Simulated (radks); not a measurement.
Task: Species: Tl71+. Configuration: [Ne] (the NIST ground configuration). All-electron calculation, non-relativistic Kohn-Sham, TPSS, spin-polarised, spherical densities, point nucleus; meta-GGA in the generalised Kohn-Sham scheme; relativity is left out, which matters for an element this heavy. Program: a radial shooting solver on a logarithmic mesh with Libxc functionals. Some entries of the table are withheld. Estimate them.

orbital,occ.,eigenvalue (eV),r(max) (bohr)
1s,2,-83555.15,(1)
2s,2,-19053.28,(2)
2p,6,-18656.73,(3)
3s,0,-8143.360,0.1719
3p,0,(4),(5)

Result: 
(1) 1s r(max) (bohr): 0.01240
(2) 2s r(max) (bohr): 0.06675
(3) 2p r(max) (bohr): 0.05170
(4) 3p eigenvalue (eV): -8005.620
(5) 3p r(max) (bohr): 0.1602
